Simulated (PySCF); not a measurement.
# Correlation energy of Br³⁺ (bromine, charge +3)

[Ar] 3d10 4s2 4p2, high-spin 3P determinant. All numbers are calculated (PySCF 2.14, the spin-free X2C one-electron Hamiltonian (Gaussian nucleus), in cc-pVDZ-DK (5s4p2d, 27 functions)). Frozen: [Ar] 3d10; 4 electrons correlated.

MP2 pair energies summed by pair of shells (mhartree):

```json
{"pair": "4s-4p", "energy": "-26.56", "share (%)": "61.2"}
{"pair": "4s-4s", "energy": "-12.57", "share (%)": "29.0"}
{"pair": "4p-4p", "energy": "-4.25", "share (%)": "9.8"}
```

Total MP2 correlation energy: -43.38 mhartree.

Same-spin part -6.64 and opposite-spin part -36.74 mhartree; SCS-MP2 scales them by 1/3 and 6/5 to -46.31 mhartree.

```csv
level,correlation energy (mhartree)
CCSD,-59.72
(T),-0.46
CCSD(T),-60.18
```

Diagnostics: T1 = 0.0052, D1 = 0.0141, largest double amplitude 0.094.

Cost of the coupled-cluster step: 0.06 s of wall time on 1 thread of Neoverse-V2 (shared host), for 4 correlated electrons.

Iterations:

```
CC2 = 0
CCSD nocc = (np.int64(3), np.int64(1)), nmo = (13, 13)
frozen orbitals [[0, 1, 2, 3, 4, 5, 6, 7, 8, 9, 10, 11, 12, 13], [0, 1, 2, 3, 4, 5, 6, 7, 8, 9, 10, 11, 12, 13]]
max_cycle = 100
direct = 0
conv_tol = 1e-08
conv_tol_normt = 1e-06
diis_space = 8
diis_start_cycle = 0
Init t2, MP2 energy = -0.0433814046560222
Init E_corr(UCCSD) = -0.0433814046565663
cycle = 1  E_corr(UCCSD) = -0.0548523197055453  dE = -0.011470915  norm(t1,t2) = 0.0395185
cycle = 2  E_corr(UCCSD) = -0.0580861347559412  dE = -0.00323381505  norm(t1,t2) = 0.0136852
cycle = 3  E_corr(UCCSD) = -0.0597303973501521  dE = -0.00164426259  norm(t1,t2) = 0.00549522
cycle = 4  E_corr(UCCSD) = -0.0597149229958015  dE = 1.54743544e-05  norm(t1,t2) = 0.000744473
cycle = 5  E_corr(UCCSD) = -0.0597209496143823  dE = -6.02661858e-06  norm(t1,t2) = 8.47947e-05
cycle = 6  E_corr(UCCSD) = -0.0597191961808319  dE = 1.75343355e-06  norm(t1,t2) = 9.03649e-06
cycle = 7  E_corr(UCCSD) = -0.0597197189807737  dE = -5.22799942e-07  norm(t1,t2) = 1.40415e-06
cycle = 8  E_corr(UCCSD) = -0.0597195924219446  dE = 1.26558829e-07  norm(t1,t2) = 3.33182e-07
cycle = 9  E_corr(UCCSD) = -0.0597195986663133  dE = -6.24436863e-09  norm(t1,t2) = 4.76329e-08
UCCSD converged
E(UCCSD) = -2601.947335759105  E_corr = -0.05971959866631327
UCCSD(T) correction = -0.000460223736632087
```
